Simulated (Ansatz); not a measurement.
Program: Ansatz. Geometries: PBE0-D4/def2-TZVP. ΔE: electronic, gas phase. CCSD(T)/CBS adds triple-zeta CCSD(T) − MP2 to the extrapolated MP2 energy (def2 sets, frozen cores). DFT in def2-TZVPP. Elements past krypton have def2 core potentials. For Ge, Sn outer-core shells are correlated without core-valence functions, which leaves a few kJ/mol of doubt a bond. Scalar relativity is left out up to krypton. One conformer a species, not always the lowest.

`[F][Sn]([F])([F])[GeH3]` + `[SiH3][SiH2][SiH2][SiH3]` → `[SiH3][SiH2][SiH2][GeH3]` + `[F][Sn]([F])([F])[SiH3]`  (redistribution)

| species | r2SCAN0 energy (Eh) |
| --- | --- |
| `[F][Sn]([F])([F])[GeH3]` | -2592.74518 |
| `[SiH3][SiH2][SiH2][SiH3]` | -1163.87912 |
| `[SiH3][SiH2][SiH2][GeH3]` | -2951.38921 |
| `[F][Sn]([F])([F])[SiH3]` | -805.23370 |

Question: Work out ΔE.

Answer: ΔE = (-2951.38921) + (-805.23370) − (-2592.74518) − (-1163.87912) = 0.00139 Eh = +0.04 eV. CCSD(T)/CBS gives +0.03 eV.

Question: What do rigid-rotor, harmonic-oscillator terms from PBE0-D4/def2-TZVP frequencies (298.15 K, 1 bar) make of the CCSD(T)/CBS value? (An estimate is asked.)

Answer: Computed: ΔZPE = 0.00 eV, ΔH = +0.02 eV, ΔS = 5 J/(mol·K), ΔG = +0.01 eV. Modes under 50 cm⁻¹ make the entropy rough.

Largest T1 diagnostic among the species: 0.015.

Leaving LDA and LC-ωPBE aside and taking each functional with its dispersion term where it has one, the values, not all of them listed here, spread over 0.03 eV, from ωB97M-V to revPBE-D4. At CCSD(T), def2-SVP lies +0.04 eV from the extrapolated value and def2-TZVPP −0.00 eV.
